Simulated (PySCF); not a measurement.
Input of a run (PBE0-D3(BJ)/def2-SVP geometry optimisation, gas phase (PySCF 2.14.0)), started from GFN2-xTB:
```
{"job": {"xc": "PBE0", "basis": "def2-SVP", "d3": "d3bj", "grid": 1, "shake": 0.01, "kind": "geom"}, "charge": 0, "multiplicity": 1}
O      3.551310    -0.186160     1.409860
C      2.934110     0.285080     0.453720
C      1.608740    -0.067890     0.039080
C      0.549580    -0.392960    -0.293010
C     -0.817810    -0.743310    -0.686330
Si    -2.090630     0.413700     0.201780
H      3.409130     1.054270    -0.203480
H     -0.998980    -1.770200    -0.412850
H     -0.923890    -0.631140    -1.738160
H     -3.412520    -0.030070    -0.237000
H     -1.950840     0.252410     1.657890
H     -1.818530     1.787990    -0.200500
```

Output (energies in Eh, forces in Eh/bohr):
```
step   0  E = -520.00644727  max force = 0.146505
step   1  E = -520.01742779  max force = 0.016672
step   2  E = -520.01311356  max force = 0.024375
step   3  E = -520.01789075  max force = 0.009285
step   4  E = -520.01875479  max force = 0.003052
step   5  E = -520.01891312  max force = 0.001750
step   6  E = -520.01898817  max force = 0.001262
step   7  E = -520.01900972  max force = 0.000612
step   8  E = -520.01901839  max force = 0.000363
optimisation converged
```

Question: Summarise the run.

Answer: The energy falls by 7.9 kcal/mol over 9 energy and gradient evaluations, the largest force component goes from 0.1465 to 3.6e-04 Eh/bohr, and the atoms move by 0.040 Å rms after alignment. The bond that changes most is C3≡C4 (both ends alkyne carbon), which lengthens by 0.061 Å. Bonds longer at the end by more than 0.005 Å: 7 of 11; shorter: 3. Among the angles that change most is C4–C5–H8, from 108.5° to 110.8°. The energy rose by more than 1e-6 Eh at step 2. The first step brought 87 % of the lowering.

Question: What are the final bond lengths?

Answer: O1=C2 1.206 Å, C2–C3 1.443 Å, C3≡C4 1.218 Å, C4–C5 1.441 Å, C5–Si6 1.909 Å, C2–H7 1.118 Å, C5–H8 1.103 Å, C5–H9 1.103 Å, Si6–H10 1.493 Å, Si6–H11 1.490 Å, Si6–H12 1.491 Å. Numbering counts from 1 in the input's order; the species is `O=CC#CC[SiH3]`.

The run used 118 basis functions and 69 SCF cycles in all. Hardware: Arm Neoverse N1, one thread, no GPU, shared host. Cost: 64 s, 0.50 GiB resident at most.

Stationary, but not proved a minimum.
